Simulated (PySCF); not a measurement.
# Orbital picture of TeO⁺

PBE at R = 1.802 Å; Te cc-pVDZ-PP with ECP28, O cc-pVDZ; scalar-relativistic core potentials (PySCF 2.14). State: ²Π (doublet), unpaired electrons π ↑. Only the outer orbitals are listed, counted within each symmetry, core potentials removing the inner ones.

```
spin  orbital  occ.  ε (eV)  on Te (%)           main shells (%)
   α       5σ     1  -32.18         17           78 O s, 11 Te s
   α       6σ     1  -23.27         83           80 Te s, 13 O s
   α       7σ     1  -16.82         35           59 O p, 29 Te p
   α       3π     1  -16.46         36           64 O p, 34 Te p
   α       3π     1  -16.42         34           66 O p, 33 Te p
   α       4π     1  -12.93         69           67 Te p, 31 O p
   α       4π     0  -12.93         67           66 Te p, 33 O p
   α       8σ     0   -8.92         82  67 Te p, 20 O p, 11 Te d
   α       9σ     0   -1.06        100                   99 Te s
   β       5σ     1  -31.76         18           77 O s, 12 Te s
   β       6σ     1  -22.75         81           79 Te s, 14 O s
   β       7σ     1  -16.54         36           58 O p, 29 Te p
   β       3π     1  -16.26         35           64 O p, 34 Te p
   β       3π     1  -15.49         36           64 O p, 34 Te p
   β       4π     0  -12.65         68           67 Te p, 32 O p
   β       4π     0  -11.79         68           66 Te p, 32 O p
   β       8σ     0   -8.63         82  68 Te p, 20 O p, 11 Te d
```

Task: Which are the highest filled and the lowest empty level, where do they sit, and how wide is the gap?

Result: Highest filled α 4π at -12.93 eV (in %: 67 Te p, 31 O p); lowest empty α 4π at -12.93 eV (in %: 66 Te p, 33 O p); the gap at PBE is 0.00 eV. Both belong to one degenerate shell, split only by its one-sided filling, so this is no excitation gap.

* bond order (Mayer): 2.32
* ⟨S²⟩: 0.751
* charge on Te (Mulliken, basis-dependent): 1.20
* charge on Te (Löwdin, basis-dependent): 1.27
* dipole moment (positive dipole points towards O; it is taken about the centre of mass and depends on that origin): -2.32 D
* polarisability along the bond: 32.6 bohr³
* polarisability across the bond: 17.3 bohr³

Spin–orbit coupling is left out. The state was picked by a PBE0 search and need not be the measured ground state.
